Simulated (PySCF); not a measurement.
CH₄S₂Zn. Atoms are numbered in the order given.

```xyz
8

Zn    -0.1717     0.2064     0.2593
S     -1.6977     1.7504     0.4238
H     -2.6949     0.8412     0.5204
S      1.3587    -1.3268     0.0961
C      1.4595    -1.5136    -1.7215
H      0.5114    -1.8566    -2.1585
H      2.2203    -2.2832    -1.9135
H      1.7800    -0.5873    -2.2179
```

Geometry optimised at PBE0-D3(BJ)/def2-SVP. The values are those of a single conformer.

These are PBE0/def2-TZVP in PySCF values and carry that method's errors.

ESP charges are fitted to the potential on shells at 1.4 to 2.0 van der Waals radii. Atomic charges (e):

```csv
atom,Mulliken,ESP fit,meta-Löwdin,Löwdin
Zn1,0.38,0.57,1.09,?
S2,-0.38,-0.43,-0.67,0.00
H3,0.17,0.15,0.11,0.07
S4,-0.26,-0.38,-0.53,?
C5,-0.36,-0.27,-0.40,?
H6,0.15,0.08,0.13,0.11
H7,0.15,0.18,0.14,0.12
H8,0.15,0.11,0.13,0.11
```

Question: What belongs in the gaps? (An estimate is asked for; the answer gives what the named calculation found.)

Answer: 
- Zn1, Löwdin: -0.12
- S4, Löwdin: 0.24
- C5, Löwdin: -0.52
